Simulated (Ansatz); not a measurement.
Nudged elastic band run: BrCl4FH2W

Input file:

```yaml
crystal:
  periodic: [false, false, false]
  atoms:
    - { symbol: W, position_ang: [0.028856, -0.154531, -0.10752] }
    - { symbol: F, position_ang: [-0.260868, 0.040034, 1.769027] }
    - { symbol: H, position_ang: [1.446537, -0.468378, -0.954496] }
    - { symbol: Cl, position_ang: [1.256445, 1.768175, 0.239907] }
    - { symbol: Cl, position_ang: [-2.141853, -0.964235, -0.309416] }
    - { symbol: Cl, position_ang: [0.735398, -2.291092, 0.372939] }
    - { symbol: Cl, position_ang: [-0.315426, 0.627193, -2.259875] }
    - { symbol: Br, position_ang: [-2.612211, 2.557761, 1.76978] }
    - { symbol: H, position_ang: [-1.786876, 1.503373, 2.299754] }
basis:
  gaussian: { orbitals: def2-SVP }
hamiltonian:
  xc: pbe
neb:
  order_check: false
  images: 5
  f_tol: 0.05
  max_iterations: 60
  spring: 0.5
  final_atoms:
    - { symbol: W, position_ang: [-0.30422528, 0.29602805, -0.25208944] }
    - { symbol: F, position_ang: [-0.85439092, -0.47830784, 2.25299705] }
    - { symbol: H, position_ang: [0.8003638, 0.53448409, 0.99321473] }
    - { symbol: Cl, position_ang: [1.31285204, 1.94675384, -0.78323135] }
    - { symbol: Cl, position_ang: [-2.43709289, -0.62491206, -0.29468971] }
    - { symbol: Cl, position_ang: [0.74210863, -1.71059342, 0.01979451] }
    - { symbol: Cl, position_ang: [-0.25442136, 0.0867623, -2.5610987] }
    - { symbol: Br, position_ang: [-1.38378877, 2.20290099, 1.02974228] }
    - { symbol: H, position_ang: [-1.27140325, 0.36518404, 2.41546062] }
  initial_path:
    images:
      - { positions_ang: [[0.028856, -0.154531, -0.10752], [-0.260868, 0.040034, 1.769027], [1.446537, -0.468378, -0.954496], [1.256445, 1.768175, 0.239907], [-2.141853, -0.964235, -0.309416], [0.735398, -2.291092, 0.372939], [-0.315426, 0.627193, -2.259875], [-2.612211, 2.557761, 1.76978], [-1.786876, 1.503373, 2.299754]] }
      - { positions_ang: [[0.01603737, -0.10192217, -0.07666775], [-0.16130495, 0.01179161, 1.90735201], [1.53433285, -0.31627151, -0.65379071], [0.84191639, 1.9763272, 0.17216987], [-2.22754835, -0.63461317, -0.1939344], [0.47957902, -2.32274153, 0.22641863], [-0.23065612, 0.43660488, -2.30786306], [-2.41435191, 2.30484717, 1.50417878], [-1.48800231, 1.26427751, 2.24223661]] }
      - { positions_ang: [[0.00321875, -0.04931333, -0.0458155], [-0.06174191, -0.01645078, 2.04567703], [1.62212869, -0.16416503, -0.35308542], [0.42738778, 2.1844794, 0.10443274], [-2.3132437, -0.30499134, -0.07845279], [0.22376004, -2.35439106, 0.07989827], [-0.14588623, 0.24601677, -2.35585111], [-2.21649281, 2.05193334, 1.23857755], [-1.18912862, 1.02518203, 2.18471923]] }
      - { positions_ang: [[-0.00959988, 0.0032955, -0.01496324], [0.03782114, -0.04469317, 2.18400204], [1.70992454, -0.01205854, -0.05238012], [0.01285918, 2.39263159, 0.03669561], [-2.39893904, 0.02463049, 0.03702881], [-0.03205894, -2.38604059, -0.0666221], [-0.06111635, 0.05542865, -2.40383917], [-2.01863372, 1.79901951, 0.97297633], [-0.89025493, 0.78608654, 2.12720184]] }
      - { positions_ang: [[-0.10780835, 0.10087302, -0.09400531], [-0.25958288, -0.18923139, 2.20700038], [1.40673763, 0.17012233, 0.2961515], [0.44619013, 2.24400568, -0.23661338], [-2.41165699, -0.19188369, -0.07354403], [0.22599692, -2.16089153, -0.03781656], [-0.12555135, 0.0658732, -2.45625901], [-1.80701874, 1.93364667, 0.99189831], [-1.01730437, 0.64578571, 2.2232881]] }
      - { positions_ang: [[-0.20601681, 0.19845054, -0.17304737], [-0.5569869, -0.33376962, 2.22999871], [1.10355071, 0.35230321, 0.64468312], [0.87952108, 2.09537976, -0.50992236], [-2.42437494, -0.40839788, -0.18411687], [0.48405278, -1.93574248, -0.00901103], [-0.18998636, 0.07631775, -2.50867885], [-1.59540375, 2.06827383, 1.0108203], [-1.14435381, 0.50548488, 2.31937436]] }
      - { positions_ang: [[-0.30422528, 0.29602805, -0.25208944], [-0.85439092, -0.47830784, 2.25299705], [0.8003638, 0.53448409, 0.99321473], [1.31285204, 1.94675384, -0.78323135], [-2.43709289, -0.62491206, -0.29468971], [0.74210863, -1.71059342, 0.01979451], [-0.25442136, 0.0867623, -2.5610987], [-1.38378877, 2.20290099, 1.02974228], [-1.27140325, 0.36518404, 2.41546062]] }
```

Run as:

```bash
$ ansatz run input.yaml --threads 4 --pin off --max-ram 5120MiB --backend cpu --events-out ev --progress --plain --runs-dir out
```

Output, in part (warnings, iteration lines, the closing report on the highest movable image, with atoms numbered from 0):

```
NEB end point (image 0): max|allowed force component| = 2.171e-2 eV/Å (the criterion of neb.relax_end_points is 1.000e-2)
NEB end point (image 6): max|allowed force component| = 2.599e-2 eV/Å (the criterion of neb.relax_end_points is 1.000e-2)
NEB iter   1: max|band force component| = 7.750e0 eV/Å  barrier→ = 8.4996 eV  barrier← = 8.1703 eV  Δτ_max = 0.2000 Å  (891 SCF iters)
NEB iter   2: max|band force component| = 5.323e0 eV/Å  barrier→ = 6.1748 eV  barrier← = 5.8455 eV  Δτ_max = 0.1993 Å  (261 SCF iters)
NEB iter   3: max|band force component| = 2.500e0 eV/Å  barrier→ = 3.9757 eV  barrier← = 3.6464 eV  Δτ_max = 0.1988 Å  (239 SCF iters)
NEB iter   4: max|band force component| = 1.901e0 eV/Å  barrier→ = 3.0417 eV  barrier← = 2.7124 eV  Δτ_max = 0.2000 Å  (218 SCF iters)
NEB iter   5: max|band force component| = 2.221e0 eV/Å  barrier→ = 2.8050 eV  barrier← = 2.4757 eV  Δτ_max = 0.0996 Å  (243 SCF iters)
NEB iter   6: max|band force component| = 2.233e0 eV/Å  barrier→ = 2.5688 eV  barrier← = 2.2394 eV  Δτ_max = 0.2000 Å  (227 SCF iters)
NEB iter   7: max|band force component| = 1.348e0 eV/Å  barrier→ = 1.7158 eV  barrier← = 1.3864 eV  Δτ_max = 0.1004 Å  (208 SCF iters)
NEB iter   8: max|band force component| = 1.010e0 eV/Å  barrier→ = 1.4227 eV  barrier← = 1.0934 eV  Δτ_max = 0.1002 Å  (188 SCF iters)
NEB iter   9: max|band force component| = 7.496e-1 eV/Å  barrier→ = 1.2509 eV  barrier← = 0.9216 eV  Δτ_max = 0.2000 Å  (190 SCF iters)
NEB iter  10: max|band force component| = 6.116e-1 eV/Å  barrier→ = 1.0390 eV  barrier← = 0.7096 eV  Δτ_max = 0.1019 Å  (198 SCF iters)
NEB iter  11: max|band force component| = 5.265e-1 eV/Å  barrier→ = 0.8863 eV  barrier← = 0.5570 eV  CI = image 3  Δτ_max = 0.0992 Å  (189 SCF iters)
NEB iter  12: max|band force component| = 4.974e-1 eV/Å  barrier→ = 0.9771 eV  barrier← = 0.6477 eV  CI = image 3  Δτ_max = 0.1630 Å  (184 SCF iters)
NEB iter  13: max|band force component| = 5.918e-1 eV/Å  barrier→ = 0.9653 eV  barrier← = 0.6360 eV  CI = image 3  Δτ_max = 0.0829 Å  (192 SCF iters)
NEB iter  14: max|band force component| = 4.750e-1 eV/Å  barrier→ = 0.9047 eV  barrier← = 0.5754 eV  CI = image 3  Δτ_max = 0.0832 Å  (188 SCF iters)
NEB iter  15: max|band force component| = 3.831e-1 eV/Å  barrier→ = 0.8558 eV  barrier← = 0.5264 eV  CI = image 3  Δτ_max = 0.0831 Å  (194 SCF iters)
NEB iter  16: max|band force component| = 3.351e-1 eV/Å  barrier→ = 0.8107 eV  barrier← = 0.4813 eV  CI = image 3  Δτ_max = 0.1671 Å  (192 SCF iters)
NEB iter  17: max|band force component| = 3.259e-1 eV/Å  barrier→ = 0.7339 eV  barrier← = 0.4046 eV  CI = image 3  Δτ_max = 0.1678 Å  (195 SCF iters)
NEB iter  18: max|band force component| = 3.104e-1 eV/Å  barrier→ = 0.6679 eV  barrier← = 0.3386 eV  CI = image 3  Δτ_max = 0.1677 Å  (190 SCF iters)
NEB iter  19: max|band force component| = 4.504e-1 eV/Å  barrier→ = 0.5869 eV  barrier← = 0.2576 eV  CI = image 3  Δτ_max = 0.0835 Å  (193 SCF iters)
NEB iter  20: max|band force component| = 3.688e-1 eV/Å  barrier→ = 0.5491 eV  barrier← = 0.2197 eV  CI = image 3  Δτ_max = 0.0821 Å  (198 SCF iters)
NEB iter  21: max|band force component| = 2.580e-1 eV/Å  barrier→ = 0.5139 eV  barrier← = 0.1846 eV  CI = image 3  Δτ_max = 0.0830 Å  (188 SCF iters)
NEB iter  22: max|band force component| = 2.157e-1 eV/Å  barrier→ = 0.4840 eV  barrier← = 0.1546 eV  CI = image 3  Δτ_max = 0.0844 Å  (186 SCF iters)
NEB iter  23: max|band force component| = 2.281e-1 eV/Å  barrier→ = 0.4709 eV  barrier← = 0.1415 eV  CI = image 5  Δτ_max = 0.0830 Å  (201 SCF iters)
NEB iter  24: max|band force component| = 3.968e-1 eV/Å  barrier→ = 0.4827 eV  barrier← = 0.1534 eV  CI = image 5  Δτ_max = 0.0416 Å  (184 SCF iters)
NEB iter  25: max|band force component| = 5.080e-1 eV/Å  barrier→ = 0.4849 eV  barrier← = 0.1556 eV  CI = image 5  Δτ_max = 0.0207 Å  (173 SCF iters)
NEB iter  26: max|band force component| = 5.097e-1 eV/Å  barrier→ = 0.4849 eV  barrier← = 0.1556 eV  CI = image 5  Δτ_max = 0.0413 Å  (177 SCF iters)
NEB iter  27: max|band force component| = 5.206e-1 eV/Å  barrier→ = 0.4841 eV  barrier← = 0.1548 eV  CI = image 5  Δτ_max = 0.0413 Å  (177 SCF iters)
NEB iter  28: max|band force component| = 4.982e-1 eV/Å  barrier→ = 0.4835 eV  barrier← = 0.1541 eV  CI = image 5  Δτ_max = 0.0414 Å  (174 SCF iters)
NEB iter  29: max|band force component| = 4.237e-1 eV/Å  barrier→ = 0.4834 eV  barrier← = 0.1541 eV  CI = image 5  Δτ_max = 0.0412 Å  (176 SCF iters)
NEB iter  30: max|band force component| = 3.822e-1 eV/Å  barrier→ = 0.4833 eV  barrier← = 0.1540 eV  CI = image 5  Δτ_max = 0.0825 Å  (176 SCF iters)
NEB iter  31: max|band force component| = 2.718e-1 eV/Å  barrier→ = 0.4833 eV  barrier← = 0.1539 eV  CI = image 5  Δτ_max = 0.1652 Å  (185 SCF iters)
NEB iter  32: max|band force component| = 6.410e-1 eV/Å  barrier→ = 0.4833 eV  barrier← = 0.1539 eV  CI = image 5  Δτ_max = 0.0823 Å  (196 SCF iters)
NEB iter  33: max|band force component| = 4.450e-1 eV/Å  barrier→ = 0.4832 eV  barrier← = 0.1539 eV  CI = image 5  Δτ_max = 0.0825 Å  (180 SCF iters)
NEB iter  34: max|band force component| = 3.185e-1 eV/Å  barrier→ = 0.4832 eV  barrier← = 0.1539 eV  CI = image 5  Δτ_max = 0.0836 Å  (190 SCF iters)
NEB iter  35: max|band force component| = 1.688e-1 eV/Å  barrier→ = 0.4832 eV  barrier← = 0.1539 eV  CI = image 5  Δτ_max = 0.1650 Å  (177 SCF iters)
NEB iter  36: max|band force component| = 3.179e-1 eV/Å  barrier→ = 0.4832 eV  barrier← = 0.1539 eV  CI = image 5  Δτ_max = 0.0835 Å  (170 SCF iters)
NEB iter  37: max|band force component| = 2.184e-1 eV/Å  barrier→ = 0.4832 eV  barrier← = 0.1539 eV  CI = image 5  Δτ_max = 0.0830 Å  (164 SCF iters)
NEB iter  38: max|band force component| = 5.090e-1 eV/Å  barrier→ = 0.4832 eV  barrier← = 0.1539 eV  CI = image 5  Δτ_max = 0.0414 Å  (170 SCF iters)
NEB iter  39: max|band force component| = 9.637e-2 eV/Å  barrier→ = 0.4832 eV  barrier← = 0.1539 eV  CI = image 5  Δτ_max = 0.0820 Å  (164 SCF iters)
NEB iter  40: max|band force component| = 9.663e-2 eV/Å  barrier→ = 0.4832 eV  barrier← = 0.1539 eV  CI = image 5  Δτ_max = 0.0412 Å  (161 SCF iters)
NEB iter  41: max|band force component| = 1.930e-1 eV/Å  barrier→ = 0.4832 eV  barrier← = 0.1539 eV  CI = image 5  Δτ_max = 0.0206 Å  (164 SCF iters)
NEB iter  42: max|band force component| = 1.073e-1 eV/Å  barrier→ = 0.4832 eV  barrier← = 0.1539 eV  CI = image 5  Δτ_max = 0.0206 Å  (157 SCF iters)
NEB iter  43: max|band force component| = 5.991e-2 eV/Å  barrier→ = 0.4832 eV  barrier← = 0.1539 eV  CI = image 5  Δτ_max = 0.0412 Å  (160 SCF iters)
NEB iter  44: max|band force component| = 6.146e-2 eV/Å  barrier→ = 0.4832 eV  barrier← = 0.1539 eV  CI = image 5  Δτ_max = 0.0206 Å  (158 SCF iters)
NEB iter  45: max|band force component| = 5.343e-2 eV/Å  barrier→ = 0.4832 eV  barrier← = 0.1539 eV  CI = image 5  Δτ_max = 0.0206 Å  (163 SCF iters)
NEB iter  46: max|band force component| = 3.842e-2 eV/Å  barrier→ = 0.4832 eV  barrier← = 0.1539 eV  CI = image 5  Δτ_max = 0.0000 Å  (429 SCF iters)
Total energy: -124658.43041525 eV, -4581.1128212415 hartree
Atom 0 at    -0.302802     0.234522    -0.183124 Å, force     0.000067    -0.000038    -0.000180 eV/Å
Atom 1 at    -0.512344    -0.009177     2.254226 Å, force    -0.000306     0.000487     0.000056 eV/Å
Atom 2 at     1.059413    -0.017661     0.735916 Å, force     0.000086     0.000007     0.000010 eV/Å
Atom 3 at     1.223037     2.017372    -0.276253 Å, force     0.000659    -0.000272    -0.000255 eV/Å
Atom 4 at    -2.359014    -0.887943     0.016249 Å, force     0.000157     0.000926     0.000223 eV/Å
Atom 5 at     0.549302    -1.943049    -0.351321 Å, force     0.000157    -0.000039     0.000006 eV/Å
Atom 6 at    -0.355521     0.359738    -2.451280 Å, force    -0.000001    -0.000015    -0.000078 eV/Å
Atom 7 at    -1.795394     2.148060     0.776263 Å, force    -0.001034    -0.000590     0.000250 eV/Å
Atom 8 at    -1.156675     0.716438     2.299423 Å, force     0.000216    -0.000466    -0.000032 eV/Å
Dipole moment:     0.066017     0.083086     0.149959 e Å
```

It converged. The profile has 2 maxima (images 1, 5) with wells between them (image 3): this band takes more than one step, which may be the mechanism or a detour left from its start path. Another band between the same ends (5 images) ends at a top of the same energy, where a vibrational analysis finds 1 clearly imaginary mode. The orbitals stay closed-shell, which can raise the energy where a bond breaks towards radicals; this wasn't checked here.

Final band (atoms are numbered from 1 in the order of the input):

```json
{"image": "0", "path coordinate (Å)": "0.00", "energy (eV)": "0.00", "Br8–H9 (Å)": "1.44", "W1–Br8 (Å)": "4.23", "F2–H9 (Å)": "2.18"}
{"image": "1", "path coordinate (Å)": "1.66", "energy (eV)": "0.09", "Br8–H9 (Å)": "1.44", "W1–Br8 (Å)": "4.85", "F2–H9 (Å)": "2.21"}
{"image": "2", "path coordinate (Å)": "3.40", "energy (eV)": "0.05", "Br8–H9 (Å)": "1.44", "W1–Br8 (Å)": "4.74", "F2–H9 (Å)": "2.15"}
{"image": "3", "path coordinate (Å)": "5.13", "energy (eV)": "0.05", "Br8–H9 (Å)": "1.44", "W1–Br8 (Å)": "3.66", "F2–H9 (Å)": "2.34"}
{"image": "4", "path coordinate (Å)": "6.88", "energy (eV)": "0.22", "Br8–H9 (Å)": "2.13", "W1–Br8 (Å)": "2.58", "F2–H9 (Å)": "0.98"}
{"image": "5", "path coordinate (Å)": "8.64", "energy (eV)": "0.48", "Br8–H9 (Å)": "2.19", "W1–Br8 (Å)": "2.61", "F2–H9 (Å)": "0.97"}
{"image": "6", "path coordinate (Å)": "10.01", "energy (eV)": "0.33", "Br8–H9 (Å)": "2.30", "W1–Br8 (Å)": "2.54", "F2–H9 (Å)": "0.95"}
```

Run time: 14 min on 4 threads of Arm Neoverse V1 (shared host), peak memory 0.33 GiB.
